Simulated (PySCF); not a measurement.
First SCF of a structure search on quartet Ta₃, at a hand-made linear chain geometry. PySCF input:

```python
from pyscf import gto, scf, dft
mol = gto.M(atom='''
Ta     0.000000     0.000000     0.000000
Ta     0.000000     0.000000     2.774000
Ta     0.000000     0.000000    -2.774000''',
    basis={'Ta': 'def2-TZVP'},
    ecp={'Ta': 'def2-TZVP'},
    charge=0, spin=3)
mf = dft.UKS(mol, xc='PBE0')
mf.grids.atom_grid = (50, 194)
aux = {'Ta': 'def2-universal-JKFIT'}
mf = mf.density_fit(auxbasis=aux)
mf.conv_tol = 1e-08
mf.diis_space = 10
mf.max_cycle = 60
mf.init_guess = 'minao'
mf.verbose = 4
mf.kernel()
```

Excerpt of the output (cycles alone); where DIIS stalls, ADIIS, DIIS with a small level shift and a second-order solver take over in turn:

```
init E= -115.484431651095
cycle= 1 E= -167.194672476765  delta_E= -51.7  |g|= 2.37  |ddm|= 5.97
cycle= 2 E= -133.53670227884  delta_E= 33.7  |g|= 4.14  |ddm|= 4.95
cycle= 3 E= -165.025990210082  delta_E= -31.5  |g|= 2.77  |ddm|= 4.89
cycle= 4 E= -165.313339411194  delta_E= -0.287  |g|= 2.73  |ddm|= 0.174
cycle= 5 E= -164.685719579655  delta_E= 0.628  |g|= 2.87  |ddm|= 0.239
cycle= 6 E= -165.013705347076  delta_E= -0.328  |g|= 3.01  |ddm|= 1.09
cycle= 7 E= -166.015606627657  delta_E=   -1  |g|= 2.82  |ddm|= 0.487
cycle= 8 E= -166.817942410231  delta_E= -0.802  |g|= 2.62  |ddm|= 0.295
cycle= 9 E= -162.417962950582  delta_E=  4.4  |g|= 3.56  |ddm|= 1.61
cycle= 10 E= -161.924818056192  delta_E= 0.493  |g|= 3.62  |ddm|= 0.181
cycle= 11 E= -166.414713323818  delta_E= -4.49  |g|= 2.62  |ddm|= 1.58
cycle= 12 E= -163.211961530904  delta_E=  3.2  |g|= 3.25  |ddm|= 1.31
cycle= 13 E= -166.309271984751  delta_E= -3.1  |g|= 2.12  |ddm|= 4.37
... 38 lines left out ...
cycle= 52 E= -170.58486238454  delta_E= -9e-06  |g|= 0.000398  |ddm|= 0.0125
cycle= 53 E= -170.584868359164  delta_E= -5.97e-06  |g|= 0.000388  |ddm|= 0.00861
cycle= 54 E= -170.584872555329  delta_E= -4.2e-06  |g|= 0.000381  |ddm|= 0.00575
cycle= 55 E= -170.584878851973  delta_E= -6.3e-06  |g|= 0.000354  |ddm|= 0.00868
cycle= 56 E= -170.584883871023  delta_E= -5.02e-06  |g|= 0.000348  |ddm|= 0.00686
cycle= 57 E= -170.584888006823  delta_E= -4.14e-06  |g|= 0.00034  |ddm|= 0.00575
cycle= 58 E= -170.584901745798  delta_E= -1.37e-05  |g|= 0.000333  |ddm|= 0.0202
cycle= 59 E= -170.584918857159  delta_E= -1.71e-05  |g|= 0.00033  |ddm|= 0.0286
cycle= 60 E= -170.584925396878  delta_E= -6.54e-06  |g|= 0.000275  |ddm|= 0.0119
SCF not converged.
init E= -115.484431651095
cycle= 1 E= -167.194672476765  delta_E= -51.7  |g|= 2.37  |ddm|= 5.97
cycle= 2 E= -133.53670227884  delta_E= 33.7  |g|= 4.14  |ddm|= 4.95
cycle= 3 E= -166.087039072434  delta_E= -32.6  |g|= 1.82  |ddm|= 2.75
cycle= 4 E= -170.403393736971  delta_E= -4.32  |g|= 0.435  |ddm|= 3.15
cycle= 5 E= -169.985149305485  delta_E= 0.418  |g|= 1.01  |ddm|= 2.19
cycle= 6 E= -170.344044929764  delta_E= -0.359  |g|= 0.552  |ddm|= 1.02
cycle= 7 E= -170.471105629465  delta_E= -0.127  |g|= 0.313  |ddm|= 0.748
cycle= 8 E= -170.498100832922  delta_E= -0.027  |g|= 0.227  |ddm|= 0.428
cycle= 9 E= -170.527945531822  delta_E= -0.0298  |g|= 0.0878  |ddm|= 0.272
cycle= 10 E= -170.528535933358  delta_E= -0.00059  |g|= 0.0925  |ddm|= 0.179
cycle= 11 E= -170.53237824146  delta_E= -0.00384  |g|= 0.0709  |ddm|= 0.137
cycle= 12 E= -170.534306613968  delta_E= -0.00193  |g|= 0.0657  |ddm|= 0.135
cycle= 13 E= -170.526139372379  delta_E= 0.00817  |g|= 0.138  |ddm|= 0.161
cycle= 14 E= -170.458312208244  delta_E= 0.0678  |g|= 0.338  |ddm|= 0.335
cycle= 15 E= -170.529514549824  delta_E= -0.0712  |g|= 0.125  |ddm|= 0.187
cycle= 16 E= -170.521958031477  delta_E= 0.00756  |g|= 0.17  |ddm|= 0.219
cycle= 17 E= -170.536088631888  delta_E= -0.0141  |g|= 0.0897  |ddm|= 0.143
cycle= 18 E= -170.532780300446  delta_E= 0.00331  |g|= 0.118  |ddm|= 0.174
cycle= 19 E= -170.536627829354  delta_E= -0.00385  |g|= 0.0945  |ddm|= 0.123
cycle= 20 E= -170.538505553614  delta_E= -0.00188  |g|= 0.0804  |ddm|= 0.14
SCF not converged.
init E= -170.538505553614
cycle= 1 E= -170.451289267178  delta_E= 0.0872  |g|= 0.372  |ddm|= 0.356
cycle= 2 E= -164.355187186471  delta_E=  6.1  |g|= 3.05  |ddm|= 2.05
cycle= 3 E= -167.143004907631  delta_E= -2.79  |g|= 2.14  |ddm|= 0.789
cycle= 4 E= -168.778572539606  delta_E= -1.64  |g|=  1.6  |ddm|= 0.66
cycle= 5 E= -169.52255561352  delta_E= -0.744  |g|= 1.21  |ddm|= 0.403
cycle= 6 E= -170.067788858261  delta_E= -0.545  |g|= 0.829  |ddm|= 0.36
cycle= 7 E= -170.25469263868  delta_E= -0.187  |g|= 0.639  |ddm|= 0.175
cycle= 8 E= -170.370380778803  delta_E= -0.116  |g|= 0.491  |ddm|= 0.121
cycle= 9 E= -170.495222952327  delta_E= -0.125  |g|= 0.257  |ddm|= 0.193
cycle= 10 E= -170.547255310887  delta_E= -0.052  |g|= 0.0825  |ddm|= 0.186
cycle= 11 E= -170.558096600709  delta_E= -0.0108  |g|= 0.0325  |ddm|= 0.123
cycle= 12 E= -170.562112391193  delta_E= -0.00402  |g|= 0.018  |ddm|= 0.0927
cycle= 13 E= -170.563948534169  delta_E= -0.00184  |g|= 0.0168  |ddm|= 0.0798
cycle= 14 E= -170.564967073754  delta_E= -0.00102  |g|= 0.0112  |ddm|= 0.056
cycle= 15 E= -170.565694815078  delta_E= -0.000728  |g|= 0.00641  |ddm|= 0.0561
cycle= 16 E= -170.566280100635  delta_E= -0.000585  |g|= 0.00545  |ddm|= 0.0601
cycle= 17 E= -170.566659150534  delta_E= -0.000379  |g|= 0.00515  |ddm|= 0.0438
cycle= 18 E= -170.566987812448  delta_E= -0.000329  |g|= 0.00511  |ddm|= 0.0401
cycle= 19 E= -170.567220801555  delta_E= -0.000233  |g|= 0.00546  |ddm|= 0.0301
cycle= 20 E= -170.567317075209  delta_E= -9.63e-05  |g|= 0.00624  |ddm|= 0.015
cycle= 21 E= -170.567299284504  delta_E= 1.78e-05  |g|= 0.0069  |ddm|= 0.00695
cycle= 22 E= -170.567168747088  delta_E= 0.000131  |g|= 0.00753  |ddm|= 0.0164
cycle= 23 E= -170.566990372245  delta_E= 0.000178  |g|= 0.00793  |ddm|= 0.0244
cycle= 24 E= -170.566866941208  delta_E= 0.000123  |g|= 0.00749  |ddm|= 0.023
cycle= 25 E= -170.566866578577  delta_E= 3.63e-07  |g|= 0.00626  |ddm|= 0.0235
cycle= 26 E= -170.566931659569  delta_E= -6.51e-05  |g|= 0.00571  |ddm|= 0.021
cycle= 27 E= -170.567055193442  delta_E= -0.000124  |g|= 0.00529  |ddm|= 0.02
cycle= 28 E= -170.567140958623  delta_E= -8.58e-05  |g|= 0.00547  |ddm|= 0.0138
cycle= 29 E= -170.567303254578  delta_E= -0.000162  |g|= 0.00553  |ddm|= 0.0227
cycle= 30 E= -170.567381038414  delta_E= -7.78e-05  |g|= 0.00648  |ddm|= 0.0127
SCF not converged.
macro= 0  E= -170.56844543739  delta_E= -0.0010644  |g|= 0.00647578  1 KF 5 JK
macro= 1  E= -170.592399805645  delta_E= -0.0239544  |g|= 0.045882  3 KF 21 JK
macro= 2  E= -170.603481724284  delta_E= -0.0110819  |g|= 0.0239661  3 KF 12 JK
macro= 3  E= -170.604168494284  delta_E= -0.00068677  |g|= 0.000115938  4 KF 20 JK
macro= 4  E= -170.604178528802  delta_E= -1.00345e-05  |g|= 0.000187128  1 KF 7 JK
macro= 5  E= -170.604268813311  delta_E= -9.02845e-05  |g|= 0.0017103  2 KF 9 JK
macro= 6  E= -170.604401974454  delta_E= -0.000133161  |g|= 0.00230662  4 KF 28 JK
macro= 7  E= -170.604511464969  delta_E= -0.000109491  |g|= 0.000368812  3 KF 16 JK
macro= 8  E= -170.604595401138  delta_E= -8.39362e-05  |g|= 0.000722789  2 KF 15 JK
macro= 9  E= -170.606052484392  delta_E= -0.00145708  |g|= 0.00878577  3 KF 16 JK
macro= 10  E= -170.608114491181  delta_E= -0.00206201  |g|= 0.0143712  3 KF 15 JK
macro= 11  E= -170.608781088784  delta_E= -0.000666598  |g|= 0.000327785  5 KF 33 JK
macro= 12  E= -170.608782056732  delta_E= -9.67948e-07  |g|= 0.000290757  1 KF 6 JK
macro= 13  E= -170.608784220392  delta_E= -2.16366e-06  |g|= 0.000706229  2 KF 8 JK
macro= 14  E= -170.608792664196  delta_E= -8.4438e-06  |g|= 0.000462659  4 KF 25 JK
macro= 15  E= -170.608794933671  delta_E= -2.26948e-06  |g|= 5.61176e-05  4 KF 28 JK
macro= 16  E= -170.60879493802  delta_E= -4.34855e-09  |g|= 3.83913e-05  1 KF 3 JK
macro X = 17  E=-170.60879493802  |g|= 3.83913e-05  total 47 KF 285 JK
converged SCF energy = -170.60879493802  <S^2> = 6.4632079  2S+1 = 5.1819718
```

No lower solution of this spin was found by a stability analysis within the unrestricted form.

Open d and f shells are described by one determinant, and the ground state may have another occupation or spin. No spin–orbit coupling is included, which matters more the heavier the element.

The search for the lowest solution, with the stability check, took 74 s on 4 threads of a shared Arm Neoverse V1 host, with 120 basis functions; the process peaked at 0.4 GiB.
